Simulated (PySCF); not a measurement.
FS (SMILES F[S]), doublet, at a GFN2-xTB geometry; PBE/def2-TZVP (PySCF).

Here is a job for PySCF.
```python
from pyscf import gto, scf, dft

mol = gto.M(
    atom='''
S    -0.00000000   -0.00000000   -0.58553681
F     0.00000000    0.00000000    1.04095434
''',
    basis='def2-tzvp',
    spin=1,
    verbose=4,
)

mf = dft.UKS(mol)
mf.xc = 'pbe'
mf.kernel()
mf.analyze()
```

Problem. Predict the main parts of the log of this PySCF run.

Solution. 
```
PySCF version 2.14.0

[INPUT] verbose = 4
[INPUT] num. atoms = 2
[INPUT] num. electrons = 25
[INPUT] charge = 0
[INPUT] spin (= nelec alpha-beta = 2S) = 1
[INPUT] symmetry False subgroup None
[INPUT] Mole.unit = angstrom
[INPUT] Symbol           X                Y                Z      unit          X                Y                Z       unit  Magmom
[INPUT]  1 S      0.000000000000   0.000000000000  -0.585536810000 AA    0.000000000000   0.000000000000  -1.106504206751 Bohr   0.0
[INPUT]  2 F      0.000000000000   0.000000000000   1.040954340000 AA    0.000000000000   0.000000000000   1.967118610777 Bohr   0.0

nuclear repulsion = 46.850250843652
number of shells = 24
number of NR pGTOs = 109
number of NR cGTOs = 68
basis = def2-tzvp
ecp = {}

******** <class 'pyscf.dft.uks.UKS'> ********
method = UKS
initial guess = minao
damping factor = 0
level_shift factor = 0
DIIS = <class 'pyscf.scf.diis.CDIIS'>
diis_start_cycle = 1
diis_space = 8
diis_damp = 0
SCF conv_tol = 1e-09
SCF conv_tol_grad = None
SCF max_cycles = 50
direct_scf = True
direct_scf_tol = 1e-13
number electrons alpha = 13  beta = 12
XC library pyscf.dft.libxc version 7.1.2
    S. Lehtola, C. Steigemann, M. J. T. Oliveira, and M. A. L. Marques,  SoftwareX 7, 1–5 (2018)
XC functionals = pbe
    J. P. Perdew, K. Burke, and M. Ernzerhof,  Phys. Rev. Lett. 77, 3865 (1996)
    J. P. Perdew, K. Burke, and M. Ernzerhof,  Phys. Rev. Lett. 78, 1396 (1997)
    J. P. Perdew, K. Burke, and M. Ernzerhof,  Phys. Rev. Lett. 77, 3865 (1996)
    J. P. Perdew, K. Burke, and M. Ernzerhof,  Phys. Rev. Lett. 78, 1396 (1997)
radial grids:
    Treutler-Ahlrichs [JCP 102, 346 (1995); DOI:10.1063/1.469408] (M4) radial grids

becke partition: Becke, JCP 88, 2547 (1988); DOI:10.1063/1.454033
pruning grids: <function nwchem_prune>
grids dens level: 3
symmetrized grids: False
atomic radii adjust function: <function treutler_atomic_radii_adjust>
small_rho_cutoff = 0
Set gradient conv threshold to 3.16228e-05
tot grids = 33144
init E= -497.873747804348

cycle= 1 E= -497.729856717851  delta_E= 0.144  |g|= 0.297  |ddm|= 0.94
cycle= 2 E= -497.455501976185  delta_E= 0.274  |g|= 0.928  |ddm|= 0.52
cycle= 3 E= -497.756380286915  delta_E= -0.301  |g|= 0.0633  |ddm|= 0.434
cycle= 4 E= -497.758007007051  delta_E= -0.00163  |g|= 0.0228  |ddm|= 0.0577
cycle= 5 E= -497.758266434751  delta_E= -0.000259  |g|= 0.00426  |ddm|= 0.0189
cycle= 6 E= -497.758276260688  delta_E= -9.83e-06  |g|= 0.00108  |ddm|= 0.00518
cycle= 7 E= -497.758276776584  delta_E= -5.16e-07  |g|= 0.000408  |ddm|= 0.00145
cycle= 8 E= -497.758276822063  delta_E= -4.55e-08  |g|= 0.00014  |ddm|= 0.000344
cycle= 9 E= -497.758276831886  delta_E= -9.82e-09  |g|= 1.58e-05  |ddm|= 0.000114
cycle= 10 E= -497.7582768321  delta_E= -2.14e-10  |g|= 4.74e-06  |ddm|= 2.19e-05
Extra cycle  E= -497.758276832077  delta_E= 2.31e-11  |g|= 1.05e-05  |ddm|= 7.61e-06
converged SCF energy = -497.758276832077  <S^2> = 0.75320031  2S+1 = 2.0031978
**** SCF Summaries ****
Total Energy =                        -497.758276832076831
Nuclear Repulsion Energy =              46.850250843651992
One-electron Energy =                 -781.973286472367477
Two-electron Energy =                  237.364758796638625
Two-electron Coulomb Energy =          273.187404916343155
DFT Exchange-Correlation Energy =      -35.822646119704544
**** MO energy ****
                             alpha | beta                alpha | beta
MO #1   energy= -88.1321722364952  | -88.1275744435749  occ= 1 | 1
MO #2   energy= -24.3076747619283  | -24.3038892416946  occ= 1 | 1
MO #3   energy= -7.75037087020146  | -7.74598711091815  occ= 1 | 1
MO #4   energy= -5.77632628046385  | -5.77357657541691  occ= 1 | 1
MO #5   energy= -5.77479104952891  | -5.76196750073366  occ= 1 | 1
MO #6   energy= -5.75642387202037  | -5.75371963207153  occ= 1 | 1
MO #7   energy= -1.1401977265247   | -1.13288642499717  occ= 1 | 1
MO #8   energy= -0.663715555388848 | -0.637627664141931 occ= 1 | 1
MO #9   energy= -0.458458699652341 | -0.444856605611438 occ= 1 | 1
MO #10  energy= -0.436471334646072 | -0.414978027171686 occ= 1 | 1
MO #11  energy= -0.418520244462746 | -0.414764521297551 occ= 1 | 1
MO #12  energy= -0.268533542238698 | -0.21649205888747  occ= 1 | 1
MO #13  energy= -0.227345539555137 | -0.204609023844816 occ= 1 | 0
MO #14  energy= -0.109788439247183 | -0.0947948313109279 occ= 0 | 0
MO #15  energy= 0.219339534633911  | 0.241421928930083  occ= 0 | 0
MO #16  energy= 0.234294194308064  | 0.246153614235538  occ= 0 | 0
MO #17  energy= 0.240593137128756  | 0.252100271387111  occ= 0 | 0
MO #18  energy= 0.262760887741542  | 0.302266452159158  occ= 0 | 0
MO #19  energy= 0.263250498683415  | 0.308801761581307  occ= 0 | 0
MO #20  energy= 0.287242721119815  | 0.32087667347203   occ= 0 | 0
MO #21  energy= 0.313853553115771  | 0.326168324378311  occ= 0 | 0

To work with the spin densities directly, `use mulliken_meta_spin()` only printing them here.

 ** Mulliken spin pop alpha/beta on meta-lowdin orthogonal AOs **
 ** Mulliken Spin Density (per AO)  **
spin_pop of  0 S 1s       -0.00000
spin_pop of  0 S 2s        0.00000
spin_pop of  0 S 3s        0.00466
spin_pop of  0 S 4s        0.00012
spin_pop of  0 S 5s       -0.00000
spin_pop of  0 S 2px       0.00001
spin_pop of  0 S 2py       0.00010
spin_pop of  0 S 2pz      -0.00000
spin_pop of  0 S 3px       0.08050
spin_pop of  0 S 3py       0.79922
spin_pop of  0 S 3pz      -0.00151
spin_pop of  0 S 4px       0.00009
spin_pop of  0 S 4py       0.00084
spin_pop of  0 S 4pz       0.00026
spin_pop of  0 S 5px       0.00000
spin_pop of  0 S 5py       0.00001
spin_pop of  0 S 5pz       0.00002
spin_pop of  0 S 6px      -0.00002
spin_pop of  0 S 6py       0.00001
spin_pop of  0 S 6pz       0.00000
spin_pop of  0 S 3dxy      0.00034
spin_pop of  0 S 3dyz      0.00102
spin_pop of  0 S 3dz^2     0.00064
spin_pop of  0 S 3dxz      0.00001
spin_pop of  0 S 3dx2-y2    0.00068
spin_pop of  0 S 4dxy      0.00000
spin_pop of  0 S 4dyz      0.00002
spin_pop of  0 S 4dz^2    -0.00002
spin_pop of  0 S 4dxz      0.00000
spin_pop of  0 S 4dx2-y2    0.00000
spin_pop of  0 S 4f-3      0.00017
spin_pop of  0 S 4f-2      0.00001
spin_pop of  0 S 4f-1     -0.00013
spin_pop of  0 S 4f+0     -0.00017
spin_pop of  0 S 4f+1     -0.00007
spin_pop of  0 S 4f+2      0.00002
spin_pop of  0 S 4f+3      0.00017
spin_pop of  1 F 1s       -0.00000
spin_pop of  1 F 2s        0.00139
spin_pop of  1 F 3s        0.00007
spin_pop of  1 F 4s       -0.00002
spin_pop of  1 F 5s        0.00000
spin_pop of  1 F 2px       0.01089
spin_pop of  1 F 2py       0.10630
spin_pop of  1 F 2pz      -0.00653
spin_pop of  1 F 3px       0.00010
spin_pop of  1 F 3py       0.00091
spin_pop of  1 F 3pz       0.00004
spin_pop of  1 F 4px      -0.00001
spin_pop of  1 F 4py      -0.00001
spin_pop of  1 F 4pz       0.00001
spin_pop of  1 F 3dxy      0.00000
spin_pop of  1 F 3dyz     -0.00009
spin_pop of  1 F 3dz^2    -0.00003
spin_pop of  1 F 3dxz     -0.00004
spin_pop of  1 F 3dx2-y2    0.00000
spin_pop of  1 F 4dxy      0.00000
spin_pop of  1 F 4dyz     -0.00001
spin_pop of  1 F 4dz^2     0.00001
spin_pop of  1 F 4dxz     -0.00000
spin_pop of  1 F 4dx2-y2    0.00000
spin_pop of  1 F 4f-3      0.00000
spin_pop of  1 F 4f-2      0.00000
spin_pop of  1 F 4f-1     -0.00001
spin_pop of  1 F 4f+0     -0.00001
spin_pop of  1 F 4f+1     -0.00000
spin_pop of  1 F 4f+2      0.00000
spin_pop of  1 F 4f+3      0.00000
 ** Mulliken Spin Density (per atom)  **
spin density of  0 S =      0.88702
spin density of  1 F =      0.11298
 ** Mulliken pop alpha/beta on meta-lowdin orthogonal AOs **
 ** Mulliken pop       alpha | beta **
In total            13.00000 | 12.00000
 ** Mulliken atomic charges   ( Nelec_alpha | Nelec_beta ) **
charge of  0S =      0.31342  (     8.28680      7.39978 )
charge of  1F =     -0.31342  (     4.71320      4.60022 )
Dipole moment(X, Y, Z, Debye):  0.00000,  0.00000, -0.76129
```
